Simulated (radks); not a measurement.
Species: Nb1.2+. Configuration: [Ne] 3s2 3p(up 3, down 2.8) 3d10 4s2 4p6 4d4 (fractional occupations, a model configuration).

All-electron calculation, scalar-relativistic Kohn-Sham, r2SCAN, spin-polarised, spherical densities, finite nucleus; open shells are filled with parallel spins first (spin-orbit coupling, left out, can overturn this in heavy ions); meta-GGA in the generalised Kohn-Sham scheme; Fermi nuclear charge, rms radius 4.324 fm. Program: a radial shooting solver on a logarithmic mesh with Libxc functionals.

Energy parts (hartree):
| part | energy |
|---|---|
| total | -3817.35284 |
| kinetic | 3930.58184 |
| electron-nucleus | -9181.23802 |
| Hartree | 1552.10370 |
| exchange-correlation | -118.80036 |

Orbitals (lengths in bohr, moments of r in powers of bohr; <r^-3> diverges for s and p1/2; r(max) is where P^2 peaks; r(90%) holds 90 % of the orbital's charge):
orbital,occ.,eigenvalue (hartree),r(90%),<r^-3>,<r^4>,r(max)
1s up,1,-693.2760,0.0647,-,8.005e-06,0.02349
1s down,1,-693.2650,0.0647,-,8.004e-06,0.02349
2s up,1,-97.82282,0.244,-,0.001492,0.1331
2s down,1,-97.80080,0.244,-,0.001492,0.1331
2p up,3,-87.31250,0.224,2348,0.001073,0.1065
2p down,3,-87.28935,0.224,2348,0.001072,0.1065
3s up,1,-16.87312,0.652,-,0.07735,0.3946
3s down,1,-16.84403,0.652,-,0.07743,0.3947
3p up,3,-13.40128,0.671,386.8,0.08634,0.3886
3p down,2.8,-13.37030,0.671,386.2,0.08640,0.3887
3d up,5,-7.74813,0.690,50.72,0.09851,0.3349
3d down,5,-7.71373,0.690,50.68,0.09826,0.3351
4s up,1,-2.57950,1.70,-,3.590,1.034
4s down,1,-2.48044,1.68,-,3.448,1.025
4p up,3,-1.67789,1.94,51.03,6.062,1.124
4p down,3,-1.56241,1.91,53.31,5.723,1.113
4d up,4,-0.45391,3.09,3.295,39.92,1.464
4d down,0,-0.30346,3.23,3.493,52.06,1.425

The highest occupied level is 4d up at -12.352 eV. The spin density at the nucleus is -3.560 e/bohr^3 (1s -0.804, 2s -0.493, 3s 1.252, 4s -3.516).
